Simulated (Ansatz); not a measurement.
Species: silicon monosulfide, SiS, net charge 0, singlet state. 
Structure (B3LYP-D3(BJ)/def2-TZVP (Ansatz, a first-principles code) minimum search):
```xyz
2

Si     0.0000     0.0000    -1.0336
S      0.0000     0.0000     0.9044
```

Wanted: vertical electron affinity (to the doublet state of charge -1; a negative value means that the extra electron is unbound and the number depends on the basis; each state is the SCF solution reached for its spin), in eV. Cores are frozen in the correlated levels unless marked. Open shells are spin-unrestricted. Spin-orbit coupling is left out. Non-relativistic. Anions need diffuse functions: aug- sets have them; def2-D sets add few. Basis-set limits of correlation are two-point, X^-3; Hartree-Fock from the larger set.

| level | program | vertical electron affinity (eV) |
|---|---|---|
| B3LYP/def2-TZVPD | Ansatz | ? |
| CCSD/aug-cc-pV(T+d)Z | Ansatz | 0.37 |
| CCSD(T)/CBS(aug-cc-pV(T+d)Z,aug-cc-pV(Q+d)Z) | Ansatz | ? |

Problem. Complete the blanks.

Solution. 
- B3LYP/def2-TZVPD, vertical electron affinity (eV): 0.42
- CCSD(T)/CBS(aug-cc-pV(T+d)Z,aug-cc-pV(Q+d)Z), vertical electron affinity (eV): 0.43
